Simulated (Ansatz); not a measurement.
System: H₄Si₂O₂, charge 0, singlet. H4Si2O2 (1,3,2,4-dioxadisiletane, SMILES O1[SiH2]O[SiH2]1).
B3LYP-D3(BJ)/def2-TZVP minimum from Ansatz (a program for electronic structure):
```xyz
8

O     -0.3096     0.3267     1.0956
Si     1.1037     0.4002     0.1926
O      0.3096    -0.3267    -1.0956
Si    -1.1037    -0.4002    -0.1926
H      2.2027    -0.4131     0.7457
H      1.5548     1.7757    -0.0900
H     -2.2027     0.4131    -0.7457
H     -1.5548    -1.7757     0.0900
```

Total energies in cc-pV(D+d)Z, 24 correlated electrons, 12 frozen orbitals. UHF or UKS for unpaired electrons; spin-orbit terms are left out. Correlated methods leave the cores frozen. No relativity.

```tsv
method	program	energy (Eh)	minus CCSDT(Q) (mEh)
HF	Ansatz	-730.07295	603.87
MP2	Ansatz	-730.62792	48.90
CCSD	Ansatz	-730.65986	16.96
CCSD(T)	Ansatz	-730.67441	2.41
CCSDT(Q)	Ansatz	-730.67682	0.00
```

Rough core times of Ansatz's runs on a shared machine: CCSD(T) under 20 s, CCSDT(Q) 10 min.
